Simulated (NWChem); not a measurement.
Species: C₂H₃ClO₂Si; SMILES C#C[Si](Cl)(O)O

```xyz
9

C      1.0058     2.6852     0.0302
C      0.4508     1.6039    -0.0023
Si    -0.3701    -0.0175    -0.0053
O     -1.3054    -0.2735     1.3245
O     -1.3253    -0.0920    -1.3321
Cl     1.1039    -1.4646    -0.0494
H      1.4959     3.6429     0.0523
H     -0.8641    -0.4591     2.1586
H     -1.9111    -0.8523    -1.4030
```
Atoms are numbered in this order, from 1.

Computed with NWChem. Medium grid unless said otherwise, to which SCAN and Minnesota functionals are sensitive. Structure relaxed at the PBE0/def2-SVP level.

### Question
Order these by “orbital gap (eV)”, lowest first: BHandHLYP/def2-SVP; B3PW91/def2-SVP; PBE/def2-SVP; LC-BLYP (range parameter 0.33 per bohr)/def2-SVP.

### Answer
PBE/def2-SVP (5.91), B3PW91/def2-SVP (7.77), BHandHLYP/def2-SVP (10.42), LC-BLYP (range parameter 0.33 per bohr)/def2-SVP (12.64)
